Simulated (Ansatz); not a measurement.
Input and output for C4H6F4 (`FCC(CF)C(F)F`).

```yaml
crystal:
  periodic: [false, false, false]
  atoms:
    - {symbol: F, position_ang: [0.662761, -1.856347, -1.407327]}
    - {symbol: C, position_ang: [-0.354883, -1.052576, -0.927599]}
    - {symbol: C, position_ang: [0.160721, -0.249174, 0.252010]}
    - {symbol: C, position_ang: [1.235178, 0.726570, -0.180979]}
    - {symbol: F, position_ang: [1.796702, 1.327342, 0.931387]}
    - {symbol: C, position_ang: [-0.966498, 0.468748, 0.961112]}
    - {symbol: F, position_ang: [-1.647201, 1.261518, 0.087011]}
    - {symbol: F, position_ang: [-1.855393, -0.428504, 1.460154]}
    - {symbol: H, position_ang: [-0.683500, -0.403443, -1.743598]}
    - {symbol: H, position_ang: [-1.183895, -1.695268, -0.626004]}
    - {symbol: H, position_ang: [0.596724, -0.944563, 0.976968]}
    - {symbol: H, position_ang: [0.818568, 1.514896, -0.815172]}
    - {symbol: H, position_ang: [2.025455, 0.204031, -0.722996]}
    - {symbol: H, position_ang: [-0.617638, 1.097671, 1.783734]}
basis:
  gaussian: {orbitals: def2-SVP}
hamiltonian: {xc: {name: revPBE}, dispersion: d3bjatm}
```

```sh
$ ansatz run in.yaml --threads 2 --pin off --events-out ev --progress --plain --max-ram 32768MiB --backend cpu
```

Shortened log:

```
Functional definition: revPBE
1572 factors; their error is unknown
mean field evaluation 1: about -15090.9647 eV, gradient 5.0e1 eV
mean field evaluation 2: about -15088.0859 eV, gradient 6.1e1 eV
mean field evaluation 4: about -15096.6259 eV, gradient 4.1e0 eV
mean field evaluation 8: about -15096.6450 eV, gradient 5.4e-2 eV
mean field evaluation 16: about -15096.5457 eV, gradient 1.3e-4 eV
mean field -15096.54573222 eV, -554.7878228530 hartree, gradient 6.5e-5 eV, S^2 0.000000; 0 other end points of the search recorded, 0 dependent functions left out
reference -15096.54576661 eV, -554.7878241168 hartree; 33, 33 occupied and 109, 109 virtual orbitals, 1572 factors
Total energy: -15097.28167705 eV, -554.8148683264 hartree
```

Hardware: 2 threads of an AMD EPYC 7R13 on a shared host. Wall time 2.3 s, peak host memory 0.58 GiB.
